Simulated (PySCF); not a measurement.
From one molecule to another.

First species: C5H9F.
Atom-mapped SMILES: `[CH3:1]/[CH:2]=[C:3](\[CH3:4])[CH2:5][F:6]` (hydrogens: H7, H8, H9 on C1; H10 on C2; H11, H12, H13 on C4; H14, H15 on C5)

Cartesian coordinates in Å at the GFN2-xTB level; atoms count from 1:
```
atom  x, y, z in Å
C1     2.0887    0.3569   -0.0083
C2     0.6633    0.7597   -0.1863
C3    -0.4232    0.0161   -0.0248
C4    -0.4708   -1.4268    0.3830
C5    -1.7990    0.5891   -0.2502
F6    -1.7755    1.9082   -0.6261
H7     2.2000   -0.6806    0.2914
H8     2.5542    0.9888    0.7480
H9     2.6300    0.5093   -0.9421
H10    0.5329    1.7916   -0.4862
H11    0.5220   -1.8331    0.5407
H12   -1.0402   -1.5370    1.3057
H13   -0.9682   -2.0176   -0.3862
H14   -2.3211    0.0463   -1.0486
H15   -2.3976    0.5371    0.6682
```

Second species: C₆H₇NO₂.
SMILES: `O=CN[C@@H]1C=C[C@@H]1C=O`

Levels: CAM-B3LYP/def2-SVPD for dipole moment, HOMO energy, LUMO energy, HOMO–LUMO gap, static isotropic polarisability and electronic spatial extent ⟨r²⟩ about the centre of nuclear charge; TDDFT CAM-B3LYP/def2-SVPD for lowest singlet excitation; TDA CAM-B3LYP/def2-SVPD for lowest triplet excitation (Tamm–Dancoff); GFN2-xTB for rotational constant A and rotational constant C. Geometries: GFN2-xTB. Each species is one conformer at its optimised geometry, gas phase, non-relativistic unless stated; the electronic structure was computed with PySCF and density fitting.

The conformers computed, where there is a choice (atom-mapped SMILES and torsion angles):
- `[CH3:1]/[CH:2]=[C:3](\[CH3:4])[CH2:5][F:6]`: C2–C3–C5–F6 0°
- `[O:1]=[CH:2][NH:3][C@@H:4]1[CH:5]=[CH:6][C@@H:7]1[CH:8]=[O:9]`: O1–C2–N3–C4 5°, C2–N3–C4–C5 -135°, C6–C7–C8–O9 -76°

Values for the first species:

- Dipole moment: 1.96 D
- HOMO energy: -8.28 eV
- LUMO energy: 1.28 eV
- HOMO–LUMO gap: 9.56 eV
- Lowest singlet excitation: 6.67 eV
- Lowest triplet excitation (Tamm–Dancoff): 4.45 eV
- Static isotropic polarisability: 63.3 au
- Electronic spatial extent ⟨r²⟩ about the centre of nuclear charge: 718 bohr²
- Rotational constant A: 5.015 GHz
- Rotational constant C: 1.701 GHz

Estimate the same properties for the second species, and the change in each.

| property | first | second | second less first |
| --- | --- | --- | --- |
| dipole moment | 1.96 D | 3.83 D | +1.87 D |
| HOMO energy | -8.28 eV | -8.80 eV | -0.52 eV |
| LUMO energy | 1.28 eV | -0.31 eV | -1.59 eV |
| HOMO–LUMO gap | 9.56 eV | 8.49 eV | -1.07 eV |
| lowest singlet excitation | 6.67 eV | 4.23 eV | -2.44 eV |
| lowest triplet excitation (Tamm–Dancoff) | 4.45 eV | 3.66 eV | -0.79 eV |
| static isotropic polarisability | 63.3 au | 80.5 au | +17.2 au |
| electronic spatial extent ⟨r²⟩ about the centre of nuclear charge | 718 bohr² | 1169 bohr² | +451 bohr² |
| rotational constant A | 5.015 GHz | 2.763 GHz | -2.252 GHz |
| rotational constant C | 1.701 GHz | 1.016 GHz | -0.685 GHz |

On the first: A dipole of 1.96 D is allowed in Cs, and pure rotational transitions are dipole-allowed. The vertical singlet–triplet gap S1 − T1 is 2.22 eV (TDDFT singlet less Tamm–Dancoff triplet; S1: HOMO→LUMO, weight 0.93; T1: HOMO→LUMO+1, weight 0.90). GFN2-xTB frequencies show an imaginary mode (29i cm⁻¹), so this geometry is no minimum at that level.

On the second: The polarisability is 11.93 Å³ as a volume (1 au = 0.148185 Å³), or 1.22 au for each of the 66 electrons. S1 lies 4.26 eV below the HOMO–LUMO gap; its leading configuration is HOMO−2→LUMO, weight 0.39, beside HOMO−1→LUMO, weight 0.24.
